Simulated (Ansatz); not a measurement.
Consider the ligand exchange at the Si–S bond: `F[Si](F)(Cl)S[SiH2]Cl` + `F[SiH](F)S` → `F[SiH](F)S[SiH2]Cl` + `F[Si](F)(S)Cl`.

Computed with Ansatz on PBE0-D4/def2-TZVP structures; ΔE is electronic, products minus reactants. CCSD(T)/CBS adds triple-zeta CCSD(T) − MP2 to the extrapolated MP2 energy (def2 sets, frozen cores). Each species was taken in one conformer, which may not be the lowest.

```csv
species,CCSD(T)/CBS(def2) energy (Eh)
`F[Si](F)(Cl)S[SiH2]Cl`,-2096.58179
`F[SiH](F)S`,-887.80771
`F[SiH](F)S[SiH2]Cl`,-1637.34667
`F[Si](F)(S)Cl`,-1347.04322
```

Task: Work out ΔE.

Result: ΔE = (-1637.34667) + (-1347.04322) − (-2096.58179) − (-887.80771) = -0.00039 Eh = -0.2 kcal/mol.

Largest T1 diagnostic among the species: 0.012.

The D4 term adds +0.9 kcal/mol with B3LYP and +0.5 kcal/mol with PBE0; it sums over pairs of atoms, weighted by their polarisabilities, and B3LYP, whose exchange is more repulsive, gets the larger term.

B3LYP here is the variant with VWN-RPA as its local correlation; programs differ in this.
